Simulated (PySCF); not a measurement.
O2S2, SMILES O=S(=O)=S. Heavy atoms are numbered as in [S:1](=[S:2])(=[O:3])=[O:4].

Geometry: B3LYP-D3(BJ)/def2-SVP.

Computed with PBE/pcSseg-2 (PySCF).

GIAO shieldings, no solvent; atoms alike by connectivity are averaged. δ = σ(ref) − σ: ³³S against H2S (σ = 705.0 ppm); ¹⁷O against H2O (σ = 327.5 ppm), references at their B3LYP-D3(BJ)/def2-TZVP geometries, non-relativistic.

Computed chemical shifts:
```
nucleus  atoms  count  δ (ppm)
-------  -----  -----  -------
³³S         S1      1    725.4
³³S         S2      1    679.7
¹⁷O         O3      2    515.8
```
